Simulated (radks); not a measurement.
Values are calculated unless marked as measured or tabulated.
Species: Co. Configuration: [Ar] 3d7 4s2.

Level of theory: Dirac Kohn-Sham, LDA (Slater exchange, Perdew-Wang correlation), spin-unpolarised, spherical densities, finite nucleus; open shells fill j = l - 1/2 first; Fermi nuclear charge, rms radius 3.7875 fm (a radial shooting solver on a logarithmic mesh with Libxc functionals).

Energy parts (hartree):
total: -1390.81403
kinetic: 1411.07511
electron-nucleus: -3337.44279
Hartree: 592.49478
exchange-correlation: -56.94113

Orbitals (lengths in bohr, moments of r in powers of bohr; <r^-3> diverges for s and p1/2):
1s1/2: occ. 2; eigenvalue (hartree) -278.3706; <r> 0.05628; <r^2> 0.004260
2s1/2: occ. 2; eigenvalue (hartree) -32.95416; <r> 0.2558; <r^2> 0.07733
2p1/2: occ. 2; eigenvalue (hartree) -28.62811; <r> 0.2231; <r^2> 0.06123
2p3/2: occ. 4; eigenvalue (hartree) -28.08470; <r> 0.2262; <r^2> 0.06283; <r^-3> 534.2
3s1/2: occ. 2; eigenvalue (hartree) -3.74162; <r> 0.7752; <r^2> 0.6948
3p1/2: occ. 2; eigenvalue (hartree) -2.45191; <r> 0.8104; <r^2> 0.7766
3p3/2: occ. 4; eigenvalue (hartree) -2.38337; <r> 0.8204; <r^2> 0.7958; <r^-3> 67.80
3d3/2: occ. 4; eigenvalue (hartree) -0.31428; <r> 1.067; <r^2> 1.544; <r^-3> 5.985
3d5/2: occ. 3; eigenvalue (hartree) -0.30718; <r> 1.075; <r^2> 1.568; <r^-3> 5.857
4s1/2: occ. 2; eigenvalue (hartree) -0.20840; <r> 2.870; <r^2> 9.612

The highest occupied level is 4s1/2 at -5.671 eV. For comparison, the ionisation energy in NIST's Atomic Spectra Database is 7.881 eV (measured). In exact Kohn-Sham theory the highest level is minus the ionisation energy, but local and semilocal functionals leave it too shallow, through self-interaction and a potential that decays too fast; potentials with the right tail come closer. The electron density at the nucleus is 1.714e+04 e/bohr^3. Summed over all electrons, <r^2> = 36.77 bohr^2, which gives a Langevin (diamagnetic) susceptibility term of -29.1 x 10^-6 cm^3/mol. The density falls to 0.001 e/bohr^3 at r = 4.37 bohr.

Beside tabulated values, note that spin-unpolarised runs miss the spin-polarisation part of the exchange energy of open shells.
